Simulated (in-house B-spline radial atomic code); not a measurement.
# Ionising Zr7+ with different functionals

Computed with a B-spline radial code for spherical atoms: scalar-relativistic (spin-free X2C) Hamiltonian, Fermi nucleus of rms radius 4.2694 fm, spin-polarised at highest spin, spherical fractional occupations for the functionals, the average over the highest-spin determinants for Hartree-Fock. The ionisation energy is the difference of two self-consistent energies, [Ar] 3d10 4s2 4p3 → [Ar] 3d10 4s2 4p2, without Breit or QED terms; ε is the level of the shell that loses the electron (its least bound occupied spin orbital). There is no spin-orbit coupling in this Hamiltonian.

Hybrids are left out here: with spherical fractional occupations of an open shell their exact exchange keeps a self-interaction that integer-occupation calculations don't have.

```tsv
method	rung	ΔSCF (eV)	-ε(4p) (eV)
Hartree-Fock	Hartree-Fock	134.54	134.93
LDA VWN5	LDA	135.01	126.06
LDA PW92	LDA	135.00	126.05
LDA exchange-only	LDA	133.60	124.69
PBE	GGA	134.93	126.04
PBEsol	GGA	134.93	126.02
BLYP	GGA	134.69	125.73
RPBE	GGA	134.92	126.04
PW91	GGA	135.04	126.14
BP86	GGA	135.00	126.09
AM05	GGA	134.91	125.99
OLYP	GGA	135.32	126.42
TPSS	meta-GGA	135.17	126.35
SCAN	meta-GGA	135.78	127.05
r2SCAN	meta-GGA	135.73	126.98
revTPSS	meta-GGA	135.20	126.38
```

(1) How do they compare with the NIST value?

Answers

(1) NIST lists 133.7 eV ± 0.5 (semi-empirical, ground level to ground level). Errors run from -0.10 to +2.08 eV; Hartree-Fock is closest (+0.84 eV), though others lie within the uncertainty of it, and part of that can be cancellation, since the calculations leave out spin-orbit coupling, Breit-QED terms, multiplet and fine-structure energies. Hartree-Fock also lacks correlation.
